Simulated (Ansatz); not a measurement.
Relaxation of H8NPSi2 (12 atoms, charge 0, multiplicity 1), to a largest force component of 0.02 eV/Å in at most 50 steps.

Theory: RKS BLYP/def2-SVP in Ansatz 0.2.0.

```xyz
12
Properties=species:S:1:pos:R:3:forces:R:3
Si -0.297 2.198 0.162 -1.13 3.35 -0.60
N -0.598 0.563 0.009 0.12 -0.74 -2.38
P 0.697 -0.361 0.545 2.29 -1.33 2.59
Si 0.346 -2.403 -0.233 -2.04 -0.32 -0.08
H -0.220 2.584 1.568 0.35 0.38 0.80
H 0.859 2.658 -0.619 0.52 -0.02 -0.17
H -1.522 2.909 -0.396 0.23 -0.03 0.10
H -1.411 0.351 0.503 -2.26 -0.83 1.10
H 1.694 -0.004 -0.383 0.28 0.15 -0.62
H 1.428 -3.301 0.078 0.90 -0.62 0.24
H -0.956 -2.918 0.478 0.81 0.28 -0.40
H 0.056 -2.332 -1.677 -0.07 -0.26 -0.56
```

**Question.** Where does it end, and by what steps?

**Answer.** The run converged. After 27 steps the energy has fallen by 0.993 eV; H6 moved furthest, 1.92 Å.

```tsv
step	energy less start (eV)	largest force component (eV/Å)	accepted
0	0.0000	3.346	yes
1	-0.6297	1.479	yes
2	-0.7723	0.664	yes
3	-0.8225	0.215	yes
4	-0.8434	0.228	yes
5	-0.8540	0.559	yes
6	-0.8665	0.386	yes
7	-0.8780	0.323	yes
8	-0.8868	0.290	yes
9	-0.9184	0.453	yes
10	-0.9336	0.301	yes
11	-0.9472	0.224	yes
12	-0.9626	0.298	yes
13	-0.9659	0.309	yes
14	-0.9788	0.211	yes
15	-0.9846	0.136	yes
16	-0.9890	0.083	yes
17	-0.9895	0.165	yes
18	-0.9905	0.084	yes
19	-0.9912	0.025	yes
20	-0.9916	0.027	yes
21	-0.9917	0.052	yes
22	-0.9920	0.035	yes
23	-0.9923	0.047	yes
24	-0.9925	0.024	yes
25	-0.9926	0.021	yes
26	-0.9927	0.030	yes
27	-0.9928	0.016	yes
```

```xyz
12
Properties=species:S:1:pos:R:3
Si -0.434 1.914 -0.175
N -0.702 0.563 0.925
P 0.362 -0.765 1.375
Si 0.431 -2.065 -0.539
H 0.790 2.717 0.183
H -0.254 1.435 -1.586
H -1.645 2.796 -0.083
H -1.455 0.682 1.610
H 1.654 -0.157 1.143
H 1.527 -3.077 -0.344
H -0.881 -2.783 -0.659
H 0.683 -1.314 -1.815
```

Run time: 21 s on 2 threads of AMD EPYC 9R45 96-Core Processor (Zen 5), on a shared host, peak memory 0.19 GiB.
